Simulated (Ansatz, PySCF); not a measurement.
Input for Ansatz (a first-principles code):
Ansatz 0.2 input:
```yaml
crystal:
  periodic: [false, false, false]
  atoms:
    - {symbol: O, position_ang: [1.41469782, -0.49779905, -1.06169565]}
    - {symbol: S, position_ang: [0.80886675, 0.30104012, 0.16311669]}
    - {symbol: O, position_ang: [1.27034678, -0.28302073, 1.37173556]}
    - {symbol: O, position_ang: [0.90598970, 1.68891681, -0.07270317]}
    - {symbol: C, position_ang: [-0.97345522, -0.20872619, -0.06496558]}
    - {symbol: F, position_ang: [-1.73274043, 0.25154402, 0.91428660]}
    - {symbol: F, position_ang: [-1.43423367, 0.23041401, -1.22337302]}
    - {symbol: F, position_ang: [-1.01685156, -1.53813106, -0.06070275]}
    - {symbol: H, position_ang: [1.82502020, -1.32350365, -0.79066498]}
basis:
  gaussian:
    orbitals: STO-3G
hamiltonian:
  xc: cam_b3lyp
accuracy: high
```

Problem. Write the same job for PySCF.

Solution. This is not unique; one that fits is 
```python
from pyscf import gto, scf, dft

mol = gto.Mole()
mol.atom = '''
    O     1.414698   -0.497799   -1.061696
    S     0.808867    0.301040    0.163117
    O     1.270347   -0.283021    1.371736
    O     0.905990    1.688917   -0.072703
    C    -0.973455   -0.208726   -0.064966
    F    -1.732740    0.251544    0.914287
    F    -1.434234    0.230414   -1.223373
    F    -1.016852   -1.538131   -0.060703
    H     1.825020   -1.323504   -0.790665
'''
mol.basis = 'sto-3g'
mol.charge = 0
mol.spin = 0
mol.verbose = 4
mol.build()

mf = dft.RKS(mol)
mf.xc = 'camb3lyp'
mf.grids.atom_grid = (99, 590)
mf.grids.prune = None
mf.kernel()
```

Both were run: Ansatz gave -949.046617 Eh and PySCF -949.046618 Eh, 0.001 mEh apart.
